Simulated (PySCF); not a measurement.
BFH4O3Si, SMILES OB(O)O[SiH2]F.

The structure is a stationary point at PBE0-D3(BJ)/def2-SVP. This is a generated structure with no PubChem entry under its InChIKey; it may be hypothetical. The values are those of a single conformer.

Level of theory: PySCF with TDDFT-M06-2X/def2-SVPD.

Vertical excitations. Gas-phase values at a fixed geometry.

Computed lowest excited states:
```tsv
state	energy (eV)	λ (nm)	f	main pairs
S1	8.36	148	0.011	HOMO→LUMO 57 %, HOMO→LUMO+1 15 %
S2	8.44	147	0.008	HOMO−1→LUMO 64 %, HOMO→LUMO+1 12 %
S3	8.46	147	0.020	HOMO→LUMO+1 57 %, HOMO−1→LUMO 19 %
S4	8.83	140	0.016	HOMO−2→LUMO 61 %, HOMO−1→LUMO+2 23 %
S5	9.27	134	0.005	HOMO→LUMO+3 35 %, HOMO−3→LUMO 30 %, HOMO→LUMO 6 %
S6	9.39	132	0.106	HOMO→LUMO+3 28 %, HOMO→LUMO+2 25 %, HOMO−3→LUMO 19 %
S7	9.58	129	0.138	HOMO−4→LUMO 35 %, HOMO−2→LUMO+1 12 %, HOMO−3→LUMO 8 %, HOMO−1→LUMO+2 8 %
S8	9.63	129	0.028	HOMO−1→LUMO+2 32 %, HOMO→LUMO+2 13 %, HOMO−2→LUMO 11 %, HOMO−4→LUMO 8 %
S9	9.69	128	0.035	HOMO−2→LUMO+1 61 %, HOMO−4→LUMO 12 %
S10	9.93	125	0.038	HOMO−1→LUMO+1 59 %, HOMO−3→LUMO+1 15 %
T1	8.03	154	0	HOMO→LUMO 52 %, HOMO→LUMO+3 14 %, HOMO→LUMO+4 11 %
T2	8.09	153	0	HOMO→LUMO+1 72 %
T3	8.26	150	0	HOMO−1→LUMO 77 %
T4	8.61	144	0	HOMO−2→LUMO 55 %, HOMO−1→LUMO+2 23 %
```
Triplets are in the Tamm–Dancoff approximation, which puts them higher than full response would, so one can lie above its singlet here.
